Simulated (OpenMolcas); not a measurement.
Systems:
- an embedded MN4 cluster for M = Fe3+ at the Ga site of GaN (Materials Project cell, F-43m), point symmetry -43m, mean M–N distance 1.96 Å from a radius rule, surrounded by ab initio model potentials and point charges, with no relaxation and no compensating defect

Method: state-averaged CASSCF on the open d shell, ANO basis sets as named, scalar-relativistic DKH2, RICD, in OpenMolcas. State energies are spin-free and vertical. Orbital splittings and repulsion parameters are fits to the integrals of the highest spin's CASSCF orbitals. Times are rough, from shared cores.

```json
[
 {"case": "ANO-RCC-VDZP", "ground state": "6A1", "first state of another spin (cm⁻¹)": "4T1(1) 28460", "d-orbital splitting (cm⁻¹)": "5280", "Racah B (cm⁻¹)": "1100", "basis functions": "90", "relative time": "1"},
 {"case": "ANO-RCC-VTZP on Fe and ANO-RCC-VDZ on N", "ground state": "6A1", "first state of another spin (cm⁻¹)": "4T1(1) 28940", "d-orbital splitting (cm⁻¹)": "5090", "Racah B (cm⁻¹)": "1110", "basis functions": "95", "relative time": "1"},
 {"case": "ANO-RCC-VTZP on Fe and ANO-RCC-VDZP on N", "ground state": "6A1", "first state of another spin (cm⁻¹)": "4T1(1) 28870", "d-orbital splitting (cm⁻¹)": "5010", "Racah B (cm⁻¹)": "1106", "basis functions": "115", "relative time": "2"},
 {"case": "ANO-RCC-VQZP on Fe and ANO-RCC-VDZP on N", "ground state": "6A1", "first state of another spin (cm⁻¹)": "4T1(1) 29560", "d-orbital splitting (cm⁻¹)": "4860", "Racah B (cm⁻¹)": "1126", "basis functions": "151", "relative time": "3"}
]
```

No ligand orbital and no second metal shell is active in the minimal space. The geometry is a model, so the numbers describe that model and not a measured compound. Sulfide, selenide, telluride and nitride hosts are partly covalent, so formal ionic charges are a crude embedding. CASSCF on this space leaves out dynamic correlation. The host cell is one database entry for this formula and may be an uncommon or hypothetical structure. A perturbation step moves a level of ANO-RCC-VDZP by 3.3 eV (XMS-CASPT2 (IPEA 0.25)) from CASSCF, too much for a small correction, so neither level is settled. A perturbation step moves a level of ANO-RCC-VTZP on Fe and ANO-RCC-VDZ on N by 3.3 eV (XMS-CASPT2 (IPEA 0.25)) from CASSCF, too much for a small correction, so neither level is settled. A perturbation step moves a level of ANO-RCC-VTZP on Fe and ANO-RCC-VDZP on N by 3.4 eV (XMS-CASPT2 (IPEA 0.25)) from CASSCF, too much for a small correction, so neither level is settled. A perturbation step moves a level of ANO-RCC-VQZP on Fe and ANO-RCC-VDZP on N by 3.6 eV (XMS-CASPT2 (IPEA 0.25)) from CASSCF, too much for a small correction, so neither level is settled.
